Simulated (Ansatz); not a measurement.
Reaction (SMILES): [SiH3][SiH](Cl)Cl → [SiH3][Si](Cl)Cl + H atom (the H-Si bond at the site shown breaks; other sites are not compared here)
Structures are relaxed separately at B3LYP-D3(BJ)/def2-TZVP in Ansatz (a program for electronic structure).
Geometry of the first species:
SMILES: [SiH](Cl)([SiH3])Cl
```xyz
8

Si    -2.1276    -0.0442     0.0331
Si     0.1597    -0.2006     0.4945
Cl     1.0025     1.6815     0.3739
Cl     1.0474    -1.4343    -0.9045
H     -2.7346    -1.3933     0.1085
H     -2.2943     0.5118    -1.3280
H     -2.7669     0.8478     1.0280
H      0.4980    -0.7415     1.8249
```
Charge 0, spin multiplicity 1.

Quantity: bond dissociation energy (electronic energy difference), in kcal/mol. Correlated levels leave the core frozen unless marked. Open shells are spin-unrestricted. Spin-orbit coupling is left out. Non-relativistic. CBS marks a two-point X^-3 extrapolation of the correlation energy; Hartree-Fock from the larger set.

| level | program | bond dissociation energy (kcal/mol) |
|---|---|---|
| B3LYP-D3(BJ)/def2-TZVPD | Ansatz + dftd3 | [?] |
| PBE0-D4/def2-TZVPD | Ansatz + dftd4 | 87.1 |
| PBE0/def2-TZVPD | Ansatz | 87.0 |
| CAM-B3LYP-D3(BJ)/def2-TZVPD | Ansatz + dftd3 | 91.1 |
| B2GP-PLYP-D4/def2-TZVPD | Ansatz + dftd4 | 90.1 |
| CCSD(T)/CBS(aug-cc-pV(T+d)Z,aug-cc-pV(Q+d)Z) | Ansatz | [?] |

Problem. Complete the blanks.

Solution. 
- B3LYP-D3(BJ)/def2-TZVPD, bond dissociation energy (kcal/mol): 89.5
- CCSD(T)/CBS(aug-cc-pV(T+d)Z,aug-cc-pV(Q+d)Z), bond dissociation energy (kcal/mol): 93.2
